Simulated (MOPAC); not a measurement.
A run for MOPAC: PM6 on GeH3N (SMILES [NH2][GeH]), a point of a bond scan (R = 1.109 Å).

```
PM6 1SCF PRECISE CHARGE=0 THREADS=1
GeH3N

Ge    -0.14236253 1     0.24006627 1     0.31200616 1
H     -0.50045421 1     1.34585812 1    -0.79743283 1
N      0.51606097 1    -0.92124331 1    -0.93851753 1
H      0.56277690 1    -0.73757010 1    -2.03134678 1
H      0.88509843 1    -1.82500787 1    -0.68514287 1
```

Program output:

```
*******************************************************************************
 **                                                                           **
 **                              MOPAC v23.2.5                                **
 **                                                                           **
 *******************************************************************************
 ** MOPAC's Digital Object Identifier: https://doi.org/10.5281/zenodo.6511958 **
 **                                                                           **
 ** Please cite the open-source release paper for use of this MOPAC version:  **
 ** J. E. Moussa and J. J. P. Stewart (2026)                                  **
 ** MOPAC: An open-source semiempirical molecular orbital program             **
 ** J. Open Source Softw., 11(119), 8025, https://doi.org/10.21105/joss.08025 **
 *******************************************************************************

                              PM6 CALCULATION RESULTS

 *******************************************************************************
 *  PM6        - The PM6 Hamiltonian to be used
 *
 *
 *
 *                 CHARGE ON SYSTEM = 0
 *
 *
 *
 *  PRECISE    - TIGHTER CRITERIA TO BE USED
 *  1SCF       - DO 1 SCF AND THEN STOP
 *  THREADS=1  - MULTI-THREADING NOT USED
 *  T=         - A TIME OF 172800.0 SECONDS REQUESTED
 *  DUMP=N     - RESTART FILE WRITTEN EVERY 7200.0 SECONDS REQUESTED
 *******************************************************************************
PM6 1SCF PRECISE CHARGE=0 THREADS=1
 GeH3N

   ATOM   CHEMICAL          X               Y               Z
  NUMBER   SYMBOL      (ANGSTROMS)     (ANGSTROMS)     (ANGSTROMS)

     1      Ge         -0.14236253  *   0.24006627  *   0.31200616  *
     2       H         -0.50045421  *   1.34585812  *  -0.79743283  *
     3       N          0.51606097  *  -0.92124331  *  -0.93851753  *
     4       H          0.56277690  *  -0.73757010  *  -2.03134678  *
     5       H          0.88509843  *  -1.82500787  *  -0.68514287  *



          CARTESIAN COORDINATES

    NO.       ATOM           X           Y           Z

     1        Ge         -0.1424      0.2401      0.3120
     2         H         -0.5005      1.3459     -0.7974
     3         N          0.5161     -0.9212     -0.9385
     4         H          0.5628     -0.7376     -2.0313
     5         H          0.8851     -1.8250     -0.6851

 General Reference for PM6:
 "Optimization of Parameters for Semiempirical Methods V: Modification of NDDO Approximations
 and Application to 70 Elements", J. J. P. Stewart, J. Mol. Mod., 13, 1173-1213 (2007)
 URL: https://link.springer.com/article/10.1007/s00894-007-0233-4

           Empirical Formula: H3 N Ge  =     5 atoms



      MOLECULAR POINT GROUP   :   Cs


      RHF CALCULATION, NO. OF DOUBLY OCCUPIED LEVELS = 6


 -------------------------------------------------------------------------------
 PM6 1SCF PRECISE CHARGE=0 THREADS=1
 GeH3N



     1SCF WAS SPECIFIED, SO BFGS WAS NOT USED
     SCF FIELD WAS ACHIEVED


                              PM6 CALCULATION
                                                       MOPAC v23.2.5 Linux




          FINAL HEAT OF FORMATION =         39.94858 KCAL/MOL =     167.14488 KJ/MOL


          COSMO AREA              =         91.08 SQUARE ANGSTROMS
          COSMO VOLUME            =         76.96 CUBIC ANGSTROMS

          IONIZATION POTENTIAL    =          8.141532 EV
          HOMO LUMO ENERGIES (EV) =         -8.142 -0.619
          NO. OF FILLED LEVELS    =          6
          MOLECULAR WEIGHT        =         89.6204         POINT GROUP:  Cs

          MOLECULAR DIMENSIONS (Angstroms)

            Atom       Atom       Distance
            H     5    H     2     3.46219
            H     4   Ge     1     2.39392
            N     3    H     2     0.00000


          SCF CALCULATIONS        =          1





   ATOM   CHEMICAL          X               Y               Z
  NUMBER   SYMBOL      (ANGSTROMS)     (ANGSTROMS)     (ANGSTROMS)

     1      Ge         -0.14236253  *   0.24006627  *   0.31200616  *
     2       H         -0.50045421  *   1.34585812  *  -0.79743283  *
     3       N          0.51606097  *  -0.92124331  *  -0.93851753  *
     4       H          0.56277690  *  -0.73757010  *  -2.03134678  *
     5       H          0.88509843  *  -1.82500787  *  -0.68514287  *

                             CARTESIAN COORDINATES

   1   Ge       -0.142362530     0.240066270     0.312006160
   2    H       -0.500454210     1.345858120    -0.797432830
   3    N        0.516060970    -0.921243310    -0.938517530
   4    H        0.562776900    -0.737570100    -2.031346780
   5    H        0.885098430    -1.825007870    -0.685142870


           Empirical Formula: H3 N Ge  =     5 atoms



      MOLECULAR POINT GROUP   :   Cs


                  EIGENVALUES
 -29.06370 -16.97201 -16.25739 -11.83328 -10.06685  -8.14153  -0.61902   1.10805
   3.35602   5.21738   6.66853


              NET ATOMIC CHARGES AND DIPOLE CONTRIBUTIONS

  ATOM NO.   TYPE          CHARGE      No. of ELECS.   s-Pop       p-Pop
    1         Ge           0.194878        3.8051     1.70715     2.09797
    2          H          -0.028545        1.0285     1.02854
    3          N          -0.644893        5.6449     1.54000     4.10490
    4          H           0.245178        0.7548     0.75482
    5          H           0.233382        0.7666     0.76662
 DIPOLE           X         Y         Z       TOTAL
 POINT-CHG.    -0.008    -0.021     0.148     0.150
 HYBRID         0.477    -0.359    -2.723     2.788
 SUM            0.468    -0.379    -2.575     2.645


          ATOMIC ORBITAL ELECTRON POPULATIONS

     Atom    s        px        py        pz
    1 Ge   1.70715   0.36688   0.65195   1.07915
    2  H   1.02854
    3  N   1.54000   1.60657   1.29424   1.20409
    4  H   0.75482
    5  H   0.76662

 **********************
 *                    *
 * JOB ENDED NORMALLY *
 *                    *
 **********************




 == MOPAC DONE ==
```

The run finished.

Cost: around 0.03 core-seconds (rough).
